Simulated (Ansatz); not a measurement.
A nudged elastic band was laid between two geometries of ClFGeH2 + ClH (7 atoms, charge 0, multiplicity 1).

Level of theory: RKS PBE/def2-SVP (Ansatz).

```yaml
movable_images: 7
climbing_image: yes
spring: 5.0 eV/Å²
optimiser: quadratic models (default)
start_path: through a guess of the saddle point
force_threshold: 0.05 eV/Å
iteration_limit: 60
end_points: relaxed
```

Image 0:

```xyz
7
Properties=species:S:1:pos:R:3
Ge -0.042 -0.237 -0.195
F 0.267 -0.148 1.555
Cl 1.845 -0.712 -1.124
H -0.511 1.165 -0.629
H -1.010 -1.427 -0.364
Cl 1.192 2.801 1.745
H 0.876 1.551 1.980
```

Image 8:

```xyz
7
Properties=species:S:1:pos:R:3
Ge 0.503 0.125 -0.244
F -0.908 0.856 2.132
Cl 1.702 -0.351 -1.991
H -0.640 1.047 -0.701
H 0.173 -1.197 0.469
Cl 1.824 1.298 1.086
H -0.036 1.216 2.216
```

(1) Which bonds break or form, and what moves?

(2) What energy profile does the band end with?

(3) What is the geometry of the highest image?

(4) What are the harmonic wavenumbers there?

The band took 9 iterations and about 3 core-minutes.

Answers

(1) Bonds broken: Ge1–F2, Cl6–H7. Bonds formed: Ge1–Cl6, F2–H7. ClFGeH2 + ClH becomes Cl2GeH2 + FH.

(2) The forces met the threshold. The highest image is number 4 of 0 to 8, 18.7 kcal/mol above the first end and 20.5 kcal/mol above the last; the last end lies 1.9 kcal/mol below the first. A vibrational analysis at the climbing image gives one clearly imaginary mode, 332i cm⁻¹: a first-order saddle point. The orbitals stay closed-shell, which can raise the energy where a bond breaks towards radicals; this wasn't checked here.

```csv
image,path coordinate (Å),energy (kcal/mol),Ge1–F2 (Å),Cl6–H7 (Å),Ge1–Cl6 (Å)
0,0.00,0.0,1.78,1.31,3.81
1,0.51,0.2,1.78,1.31,3.73
2,1.03,2.4,1.79,1.32,3.38
3,1.54,10.4,1.85,1.36,2.96
4,2.05,18.7,2.02,1.56,2.60
5,2.59,11.5,2.34,1.82,2.35
6,3.12,2.9,2.69,1.99,2.24
7,3.65,-1.2,2.90,2.13,2.21
8,4.18,-1.9,2.86,2.18,2.21
```

(3) 
```xyz
7
Properties=species:S:1:pos:R:3
Ge 0.136 0.137 -0.089
F -0.193 0.149 1.908
Cl 1.884 -0.235 -1.336
H -0.786 1.239 -0.641
H -0.463 -1.290 -0.019
Cl 1.501 1.956 1.169
H 0.539 1.037 1.976
```

(4) 332i, 59, 150, 285, 401, 468, 513, 650, 805, 814, 830, 1124, 1407, 2090, 2139 cm⁻¹.

The run took 97 s on 2 threads of Arm Neoverse V2 (shared host), peak memory 0.14 GiB.
